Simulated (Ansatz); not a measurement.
C2Cl2O2Pt (SMILES [O+]#[C-]->[Pt]([Cl])([Cl])<-[C-]#[O+]), singlet, geometry from GFN2-xTB (such geometries of metal compounds can be far from the true shape) (core potentials on Pt); Ansatz (a quantum-chemistry and plane-wave program) with PBE/def2-SVP.

Input for Ansatz:
Ansatz 0.2 input:
```yaml
crystal:
  periodic: [false, false, false]
  atoms:
    - {symbol: Pt, position_ang: [0.00000000, 0.00000000, -0.00000000]}
    - {symbol: Cl, position_ang: [2.12263974, -0.92553606, 0.00158690]}
    - {symbol: Cl, position_ang: [-2.12263974, 0.92553606, -0.00158690]}
    - {symbol: O, position_ang: [1.14019065, 2.79347552, 0.02902722]}
    - {symbol: C, position_ang: [0.72643614, 1.74604345, 0.01820497]}
    - {symbol: O, position_ang: [-1.14019065, -2.79347552, -0.02902722]}
    - {symbol: C, position_ang: [-0.72643614, -1.74604345, -0.01820497]}
basis:
  gaussian:
    orbitals: def2-SVP
    nuclear_model: gaussian
hamiltonian:
  xc: pbe
```

What does Ansatz print? Leave out banner, timings and long lists.


```
Functional definition: PBE
1325 factors; their error is unknown
mean field evaluation 1: about -34432.3069 eV, gradient 4.3e1 eV
mean field evaluation 2: about -34410.7187 eV, gradient 1.2e2 eV
mean field evaluation 4: about -34435.5910 eV, gradient 4.5e0 eV
mean field evaluation 8: about -34435.6395 eV, gradient 1.7e-1 eV
mean field evaluation 16: about -34435.5718 eV, gradient 6.6e-5 eV
mean field -34435.57175126 eV, -1265.4839205899 hartree, gradient 6.6e-5 eV, S^2 0.000000; 0 other end points of the search recorded, 0 dependent functions left out
reference -34435.57179462 eV, -1265.4839221833 hartree; 40, 40 occupied and 84, 84 virtual orbitals, 1325 factors
Total energy: -34435.57179462 eV, -1265.4839221833 hartree
```
